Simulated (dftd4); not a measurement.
benzonitrile (C$_{7}$H$_{5}$N), singlet, geometry from GFN2-xTB; dftd4 with D4 for pbe.

The dftd4 input:
```
$ dftd4 mol.xyz --func pbe --charge 0 --json dftd4.json --noedisp

# file mol.xyz
13

N      3.11954950     0.55509879     0.02098944
C      1.99092193     0.35426857     0.01339563
C      0.59841258     0.10648271     0.00402633
C     -0.29759092     1.17226289     0.09170135
C     -1.65657157     0.92270395     0.08196575
C     -2.12584534    -0.37827711    -0.01430344
C     -1.23539287    -1.43730580    -0.10142392
C      0.12626512    -1.20274894    -0.09285409
H      0.07933305     2.18171727     0.16631022
H     -2.35309519     1.74500709     0.14964731
H     -3.18890940    -0.56744083    -0.02145612
H     -1.60456936    -2.44924172    -0.17627588
H      0.82920083    -2.02005096    -0.16019728
```

Output, abridged:

```
                    ____  _____ _____     ____  _  _
      -------------|  _ \|  ___|_   _|---|  _ \| || |------------
     |             | | | | |_    | | ___ | | | | || |_           |
     |             | |_| |  _|   | ||___|| |_| |__   _|          |
     |             |____/|_|     |_|     |____/   |_|            |
     |             ===================================           |
     |            E. Caldeweyher, S. Ehlert & S. Grimme          |
     |          Mulliken Center for Theoretical Chemistry        |
     |                    University of Bonn                     |
      -----------------------------------------------------------

Rational (Becke-Johnson) damping: pbe-D4-ATM
---------------------
  s6         1.0000
  s8         0.9595
  s9         1.0000
  a1         0.3857
  a2         4.8069
 alp        16.0000
--------------------

Dispersion energy:      -1.3436378719084E-02 Eh

[Info] JSON dump of results written to 'dftd4.json'
```
